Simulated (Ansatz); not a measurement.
This geometry of H$_{3}$OSb (5 atoms, charge 0, multiplicity 1) is a first-order saddle point.

These are results of RKS PBE/def2-TZVP (Ansatz 0.2.0), not measurements.

```xyz
5
Properties=species:S:1:pos:R:3
O 0.646 -1.161 0.560
Sb -0.307 0.489 0.007
H 0.999 -1.543 -0.263
H -1.913 0.279 -0.349
H 0.625 1.862 0.003
```

**Question.** Which two structures does it join? (They come from a converged band through this point; their orientation in space is the band's.)

**Answer.** No bond is made or broken. The height of Sb2 over the plane of its neighbours goes from 1.00 to -0.97 Å.

Image 0:

```xyz
5
Properties=species:S:1:pos:R:3
O 0.378 -0.796 0.872
Sb 0.023 0.159 -0.858
H 0.893 -1.594 0.666
H -1.651 0.437 -0.506
H 0.407 1.721 -0.215
```

Image 8:

```xyz
5
Properties=species:S:1:pos:R:3
O 0.718 -1.194 0.210
Sb -0.347 0.360 0.883
H 0.816 -1.146 -0.757
H -1.594 0.311 -0.331
H 0.457 1.595 -0.046
```

**Question.** How far does it lie above each of them?

**Answer.** 2.59 eV above the first and 2.61 eV above the second. This is the barrier of this one path; another mechanism may lie lower.

Time of the run: 38 s on 2 threads of Arm Neoverse V2, on a shared host, peak memory 0.14 GiB.
